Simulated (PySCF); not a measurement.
CrFO₂, neutral, multiplicity 2. Atoms are numbered in the order given.

```xyz
4

Cr     0.0000     0.0000    -0.0404
O      0.0000     1.3083    -0.8825
O      0.0000    -1.3083    -0.8825
F      0.0000     0.0000     1.6766
```
Charge 0, spin multiplicity 2.

The structure is a stationary point at B3LYP-D3(BJ)/def2-SVP. The geometry has at least one imaginary mode, so it is a saddle point at that level. The multiplicity is an assumed one; other spin states were not compared. The isomer is the one that the SMILES or the coordinates give; other isomers of the formula were not compared.

The numbers are results of B3LYP-D3(BJ)/def2-SVP run with PySCF 2.14.0, not measurements.

Frequencies are harmonic and unscaled.

Computed harmonic wavenumbers and intensities:
| mode | ν (cm⁻¹) | IR (km/mol) | moving atoms (share of kinetic energy) |
|---|---|---|---|
| 1 | 99i | 55.3 | Cr 49 %, O 36 %, F 15 % |
| 2 | 241 | 7.7 | F 42 %, O 40 %, Cr 18 % |
| 3 | 371 | 0.4 | O 80 %, F 11 %, Cr 10 % |
| 4 | 752 | 78.3 | F 70 %, Cr 18 %, O 12 % |
| 5 | 1098 | 75.6 | O 77 %, Cr 22 % |
| 6 | 1100 | 199.3 | O 68 %, Cr 32 % |
